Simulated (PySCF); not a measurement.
# Correlation energy of Mg (magnesium, neutral)

[Ne] 3s1 3p1, high-spin 3P determinant (an excited configuration). Computed with PySCF 2.14 in aug-cc-pCVDZ, with the non-relativistic Hamiltonian (point nucleus). Frozen: 1s2; 10 electrons correlated.

MP2 pair energies summed by pair of shells (mhartree):

```
 pair   energy  share (%)
2p-2p  -125.32       75.3
2s-2p   -26.74       16.1
2s-2s    -7.33        4.4
2p-3s    -2.93        1.8
3s-3p    -2.00        1.2
2p-3p    -1.56        0.9
2s-3s    -0.36        0.2
2s-3p    -0.20        0.1
```

Total MP2 correlation energy: -166.44 mhartree.

Same-spin part -47.29 and opposite-spin part -119.14 mhartree; SCS-MP2 scales them by 1/3 and 6/5 to -158.74 mhartree.
